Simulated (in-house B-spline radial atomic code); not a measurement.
**Ionising the vanadium ion V³⁺ with different functionals**

Computed with a radial B-spline atomic code at the basis-set limit: four-component Dirac-Coulomb Hamiltonian, Fermi nucleus of rms radius 3.6002 fm, spin-restricted, spherical fractional occupations for the functionals, and exact exchange of hybrids averaged over the configuration. The ionisation energy is the difference of two self-consistent energies, [Ar] 3d2 → [Ar] 3d1, without Breit or QED terms; ε is the level of the shell that loses the electron (mean over j). The electron is taken from both j subshells in proportion to 2j + 1, so the result is a j average, not the step between ground levels.

```csv
method,rung,ΔSCF (eV),-ε(3d) (eV)
PBE0,global hybrid,?,?
B97-1,global hybrid,45.78,39.00
HSE06,range-separated hybrid,?,?
CAM-B3LYP,range-separated hybrid,45.99,41.08
```

(1) What does HSE06 give?

(2) What does PBE0 give?

(3) Among the functionals, which spreads more, the ΔSCF values or the orbital energies?

(4) How do they compare with the NIST value?

## Answers

(1) ΔSCF 45.82 eV, and -ε(3d) = 39.02 eV.

(2) ΔSCF 45.83 eV, and -ε(3d) = 39.44 eV.

(3) The orbital energies: ΔSCF values span about 0.20 eV and the orbital energies 2.09 eV; here energy differences depend much less on the functional than eigenvalues do.

(4) NIST lists 46.71 eV ± 0.005 (measured, ground level to ground level). Errors run from -0.92 to -0.72 eV. The correlated functionals all miss on the same side by more than they spread, so the cause is common to them (Breit-QED terms, spin polarisation, the choice among j levels, multiplet and fine-structure energies, or a listed next ion that isn't the cheapest removal here) and closeness doesn't rank the functionals.
